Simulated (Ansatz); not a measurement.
`COB(F)OC` + H₂ → `COBF` + CH₃OH at 700 K and 1 bar (hydrogenolysis of a B–O bond).

Calculated with Ansatz (gas phase, PBE0-D4/def2-TZVP geometries, no zero-point term in ΔE). CCSD(T)/CBS adds triple-zeta CCSD(T) − MP2 to the extrapolated MP2 energy (def2 sets, frozen cores). This one scheme is used for every species. One conformer a species, not always the lowest.

```csv
species,CCSD(T)/CBS energy (Eh),H − E (kJ/mol),S (J/(mol·K))
`COB(F)OC`,-354.79573,325.2,486.8
H₂,-1.17544,46.8,155.3
`COBF`,-240.31409,207.2,369.4
CH₃OH,-115.61712,170.8,288.5
```

H − E and S are ideal-gas, rigid-rotor, harmonic terms from PBE0-D4/def2-TZVP, for one conformer and one mirror image of each species. The MP2-based limit puts H₂ 0.8 mEh under its directly extrapolated value; such offsets cancel only in part. 1 Eh = 2625.50 kJ/mol, R = 8.31446 J/(mol·K).

Q: By hand: ΔE, ΔH, ΔS and ΔG.

A: ΔE = (-240.31409) + (-115.61712) − (-354.79573) − (-1.17544) = 0.03996 Eh = 104.9 kJ/mol. Δ(H − E) = 207.2 + 170.8 − 325.2 − 46.8 = 6.0, so ΔH = 110.9 kJ/mol. ΔS = 369.4 + 288.5 − 486.8 − 155.3 = 15.8 J/(mol·K). ΔG = 110.9 − 700 × (15.8)/1000 = 99.8 kJ/mol.

Q: By hand: the equilibrium constant, and the temperature at which ΔG would vanish if ΔH and ΔS stayed fixed.

A: log₁₀ K = −ΔG/(RT ln 10) = -7.4. ΔG = 0 at ΔH/ΔS = 7019 K, far beyond where these terms or the molecules hold.

ΔH outweighs TΔS. A doubt of 5 kJ/mol in ΔE shifts log₁₀ K by 0.4 here. Other conformers and mirror images would add mixing entropy, several J/(mol·K) or more a flexible species. Modes under 60 cm⁻¹, often nearly free rotors, make the harmonic entropy too high. These are equilibria of isolated gas molecules and say nothing of rates. Largest T1 diagnostic: 0.013 (customary marks: 0.02 for closed shells, 0.045 for open ones).
